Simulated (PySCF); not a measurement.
In(H)2(nPr), SMILES CC[CH2][InH2] (C3H9In), CAM-B3LYP/def2-SVP optimised geometry.

```
13

In     0.03    -1.91     0.00
H     -0.82    -3.42     0.00
H      1.76    -1.91     0.00
C     -1.07    -0.04     0.00
C     -0.24     1.24     0.03
C     -1.09     2.52     0.02
H     -1.76    -0.07     0.86
H     -1.73    -0.05    -0.89
H      0.41     1.25     0.92
H      0.45     1.26    -0.83
H     -1.72     2.56    -0.88
H     -0.46     3.42     0.04
H     -1.76     2.55     0.89
```

Density from CAM-B3LYP/def2-TZVP, def2 effective core potentials past Kr (PySCF 2.14.0) at that geometry. The core electrons that the potentials of In replace are not part of the density.

Minimum of the electron density along straight lines between bonded atoms, close to the bond critical point (lines longer than 1.1 times the sum of covalent radii, or with two minima, are not listed):

```json
[
 {"bond": "In1–H2", "length / Å": "1.735", "ρ at the minimum / e bohr⁻³": "0.103", "∇²ρ there / e bohr⁻⁵": "0.11", "position (fraction from the first atom)": "0.64"},
 {"bond": "In1–H3", "length / Å": "1.735", "ρ at the minimum / e bohr⁻³": "0.103", "∇²ρ there / e bohr⁻⁵": "0.11", "position (fraction from the first atom)": "0.64"},
 {"bond": "In1–C4", "length / Å": "2.174", "ρ at the minimum / e bohr⁻³": "[?]", "∇²ρ there / e bohr⁻⁵": "[?]", "position (fraction from the first atom)": "0.51"},
 {"bond": "C4–C5", "length / Å": "1.529", "ρ at the minimum / e bohr⁻³": "0.245", "∇²ρ there / e bohr⁻⁵": "-0.60", "position (fraction from the first atom)": "0.50"},
 {"bond": "C5–C6", "length / Å": "1.526", "ρ at the minimum / e bohr⁻³": "0.248", "∇²ρ there / e bohr⁻⁵": "-0.62", "position (fraction from the first atom)": "0.50"},
 {"bond": "C4–H7", "length / Å": "1.104", "ρ at the minimum / e bohr⁻³": "0.267", "∇²ρ there / e bohr⁻⁵": "-0.87", "position (fraction from the first atom)": "0.64"},
 {"bond": "C4–H8", "length / Å": "1.104", "ρ at the minimum / e bohr⁻³": "0.267", "∇²ρ there / e bohr⁻⁵": "-0.87", "position (fraction from the first atom)": "0.64"},
 {"bond": "C5–H9", "length / Å": "1.103", "ρ at the minimum / e bohr⁻³": "0.273", "∇²ρ there / e bohr⁻⁵": "-0.93", "position (fraction from the first atom)": "0.64"},
 {"bond": "C5–H10", "length / Å": "1.103", "ρ at the minimum / e bohr⁻³": "0.274", "∇²ρ there / e bohr⁻⁵": "-0.93", "position (fraction from the first atom)": "0.64"},
 {"bond": "C6–H11", "length / Å": "1.102", "ρ at the minimum / e bohr⁻³": "0.272", "∇²ρ there / e bohr⁻⁵": "-0.92", "position (fraction from the first atom)": "0.64"},
 {"bond": "C6–H12", "length / Å": "1.101", "ρ at the minimum / e bohr⁻³": "0.272", "∇²ρ there / e bohr⁻⁵": "-0.92", "position (fraction from the first atom)": "0.64"},
 {"bond": "C6–H13", "length / Å": "1.102", "ρ at the minimum / e bohr⁻³": "0.272", "∇²ρ there / e bohr⁻⁵": "-0.92", "position (fraction from the first atom)": "0.64"}
]
```

**Question.** Some entries are withheld; supply them.

**Answer.** 
- In1–C4, ρ at the minimum / e bohr⁻³: 0.097
- In1–C4, ∇²ρ there / e bohr⁻⁵: 0.14
